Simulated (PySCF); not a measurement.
# Cr⁺ (chromium, charge +1) across methods

[Ar] 3d4 4s1, high-spin 6D determinant (an excited configuration). Calculation: PySCF 2.14, in aug-cc-pVTZ-DK; scalar relativity by spin-free X2C-1e.

```tsv
method	E (hartree)	mean ε 3p β (eV)	mean ε 3d α (eV)	mean ε 4s α (eV)	Σ⟨r²⟩ (bohr²)	⟨S²⟩
PBE	-1050.232	-54.485	-15.133	-12.094	26.92	8.750
BP86	-1050.612	-54.715	-15.232	-12.282	26.84	8.750
r2SCAN	-1050.437	-55.251	-15.554	-12.345	26.72	8.750
PBE0	-1050.262	-57.215	-17.253	-12.745	26.79	8.750
M06-2X	-1050.452	-60.104	-19.332	-13.227	26.84	8.751
M06-L	-1050.391	-55.226	-15.162	-11.950	26.61	8.751
LDA	-1048.135	-54.608	-15.300	-12.342	26.84	8.750
UHF	-1049.40551	-64.052	-23.133	-14.355	26.95	8.751
TPSS	-1050.491	-54.785	-15.139	-12.011	26.89	8.750
```
